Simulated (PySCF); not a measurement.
**Orbital picture of CuH⁺**

LC-ωPBE at R = 1.494 Å; Cu def2-TZVPPD, H def2-TZVPPD; no relativity (PySCF 2.14). State: ²Σ⁺ (doublet), unpaired electrons σ ↑. Only the outer orbitals are listed, counted within each symmetry.

```csv
spin,orbital,occ.,ε (eV),on Cu (%),main shells (%)
α,6σ,1,-22.47,75,"67 Cu d, 24 H s"
α,3π,1,-20.72,100,100 Cu d
α,3π,1,-20.72,100,100 Cu d
α,1δ,1,-20.37,100,100 Cu d
α,1δ,1,-20.37,100,100 Cu d
α,7σ,1,-19.14,82,"38 Cu s, 32 Cu d, 20 H s"
α,8σ,0,-6.73,95,"74 Cu s, 20 Cu p"
α,4π,0,-4.33,95,95 Cu p
α,4π,0,-4.33,95,95 Cu p
β,6σ,1,-20.67,88,"71 Cu d, 12 Cu s, 12 H s"
β,3π,1,-20.51,100,100 Cu d
β,3π,1,-20.51,100,100 Cu d
β,1δ,1,-20.13,100,100 Cu d
β,1δ,1,-20.12,100,100 Cu d
β,7σ,0,-9.33,86,"54 Cu s, 26 Cu d, 16 H s"
β,8σ,0,-6.24,83,"46 Cu s, 36 Cu p, 19 H s"
β,4π,0,-3.90,97,97 Cu p
```

**Question.** Which are the highest filled and the lowest empty level, where do they sit, and how wide is the gap?

**Answer.** Highest filled α 7σ at -19.14 eV (in %: 38 Cu s, 32 Cu d, 20 H s); lowest empty β 7σ at -9.33 eV (in %: 54 Cu s, 26 Cu d, 16 H s); the gap at LC-ωPBE is 9.81 eV.

| Property | Result |
| --- | --- |
| bond order (Mayer) | 0.66 |
| ⟨S²⟩ | 0.762 |
| charge on Cu (Mulliken, basis-dependent) | 0.55 |
| charge on Cu (Löwdin, basis-dependent) | 0.95 |
| dipole moment (positive dipole points towards H; it is taken about the centre of mass and depends on that origin) | -0.72 D |

The state is the lowest single determinant that the PBE0 search found; with open d or f shells the true ground state can be another one.
